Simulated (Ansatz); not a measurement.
`C[O][Sn][Br]` + CH₃OH → `C[O][Sn][O]C` + HBr at 600 K and 1 bar (ligand exchange at the Sn–Br bond).

Gas-phase electronic energies from Ansatz, PBE0-D4/def2-TZVP geometries. CCSD(T)/CBS adds triple-zeta CCSD(T) − MP2 to the extrapolated MP2 energy (def2 sets, frozen cores). This one scheme is used for every species. Elements past krypton have def2 core potentials. For Br, Sn outer-core shells are correlated without core-valence functions, which leaves a few kJ/mol of doubt a bond. Scalar relativity is left out up to krypton. Each species was taken in one conformer, which may not be the lowest.

| species | CCSD(T)/CBS energy (Eh) | H − E (kJ/mol) | S (J/(mol·K)) |
| --- | --- | --- | --- |
| `C[O][Sn][Br]` | -2902.45238 | 157.6 | 421.1 |
| CH₃OH | -115.61712 | 163.6 | 277.3 |
| `C[O][Sn][O]C` | -444.11438 | 279.3 | 470.6 |
| HBr | -2573.91920 | 33.5 | 219.1 |

H − E and S are ideal-gas, rigid-rotor, harmonic terms from PBE0-D4/def2-TZVP, for one conformer and one mirror image of each species. 1 Eh = 2625.50 kJ/mol, R = 8.31446 J/(mol·K).

Question: By hand: ΔE, ΔH, ΔS and ΔG.

Answer: ΔE = (-444.11438) + (-2573.91920) − (-2902.45238) − (-115.61712) = 0.03592 Eh = 94.3 kJ/mol. Δ(H − E) = 279.3 + 33.5 − 157.6 − 163.6 = -8.4, so ΔH = 85.9 kJ/mol. ΔS = 470.6 + 219.1 − 421.1 − 277.3 = -8.7 J/(mol·K). ΔG = 85.9 − 600 × (-8.7)/1000 = 91.1 kJ/mol.

Question: By hand: the equilibrium constant, and the temperature at which ΔG would vanish if ΔH and ΔS stayed fixed.

Answer: log₁₀ K = −ΔG/(RT ln 10) = -7.9. ΔH and −TΔS have one sign here, so there is no such temperature.

The number of gas molecules stays the same, so ΔS is small and ΔH decides. A doubt of 5 kJ/mol in ΔE shifts log₁₀ K by 0.4 here. Other conformers and mirror images would add mixing entropy, several J/(mol·K) or more a flexible species. Modes under 60 cm⁻¹, often nearly free rotors, make the harmonic entropy too high. These are equilibria of isolated gas molecules and say nothing of rates. Largest T1 diagnostic: 0.017 (customary marks: 0.02 for closed shells, 0.045 for open ones).

ΔS is within the doubt of such terms, so its sign, and with it that verdict, could turn.
